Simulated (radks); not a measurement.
Results of a calculation; reference values are marked as such.
The nitrogen anion N-, [He] 2s2 2p4, held by a Watson sphere: a shell of charge +1 at radius R that stands for the Madelung well of a crystal (potential energy -1/R inside, -1/r outside, in hartree with lengths in bohr). Code: a radial shooting solver on a logarithmic mesh with Libxc functionals. Model: non-relativistic Kohn-Sham, PBEsol, spin-polarised, spherical densities, point nucleus; open shells are filled with parallel spins first. Response by self-consistent Sternheimer equations with the Hartree and adiabatic LDA kernel. The sphere does not respond.

| R (bohr) | e(2s down) (eV) | e(2p up) (eV) | e(2p down) (eV) | <r> 2p (bohr) | sum of <r^2> (bohr^2) | X-ray form factor at sin(theta)/lambda = 0.1 1/angstrom | alpha (bohr^3) |
|---|---|---|---|---|---|---|---|
| 2.15 | -16.105 | -7.436 | -5.121 | 1.731 | 18.61 | 6.831 | 14.88 |
| 2.32 | -15.729 | -7.109 | -4.824 | 1.767 | 19.16 | 6.805 | 16.41 |
| 2.4 | -15.560 | -6.960 | -4.687 | 1.784 | 19.41 | 6.794 | 17.17 |
| 2.47 | -15.416 | -6.833 | -4.569 | 1.798 | 19.63 | 6.784 | 17.87 |
| 3.12 | -14.259 | -5.777 | -3.574 | 1.930 | 21.44 | 6.712 | 25.66 |
